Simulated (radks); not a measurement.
The silver ion Ag+, configuration [Kr] 4d10. Calculated with a radial shooting solver on a logarithmic mesh with Libxc functionals: Dirac Kohn-Sham, PBE, spin-unpolarised, spherical densities, finite nucleus; Fermi nuclear charge, rms radius 4.5454 fm.

Radial electron density D(r) = 4 pi r^2 rho(r):

r (bohr),D(r) (e/bohr)
0.001405,2.287
0.001597,2.857
0.00183,3.609
0.002096,4.544
0.002402,5.700
0.00273,7.030
0.003128,8.743
0.003583,10.81
0.004105,13.29
0.004666,16.04
0.005345,19.43
0.006124,23.32
0.007016,27.69
0.007975,32.20
0.009136,37.29
0.01047,42.54
0.01199,47.69
0.01363,52.16
0.01562,56.19
0.01789,59.11
0.0205,60.63
0.02348,60.63
0.02669,59.32
0.03058,56.97
0.03503,54.35
0.04014,52.45
0.04562,52.24
0.05226,54.37
0.05987,58.98
0.0686,65.24
0.07796,71.11
0.08932,75.28
0.1023,75.54
0.1172,71.32
0.1333,64.37
0.1527,56.56
0.1749,51.55
0.2004,51.34
0.2278,54.92
0.2609,59.57
0.2989,60.84
0.3425,55.96
0.3924,45.48
0.446,33.66
0.5109,23.23
0.5854,17.65
0.6707,16.75
0.7622,18.00
0.8733,18.91
1,17.90
1.146,15.07
1.303,11.63
1.493,8.110
1.71,5.276
1.959,3.240
2.227,1.949
2.551,1.069
2.923,0.5438
3.348,0.2517
3.806,0.1096
4.36,0.03940
4.995,0.01193

D(r) has 4 maxima, at r = 0.0219, 0.0968, 0.290, 0.880 bohr, and minima at 0.0435, 0.188, 0.644 bohr, inside which lie 2.04, 11.16, 28.97 electrons.
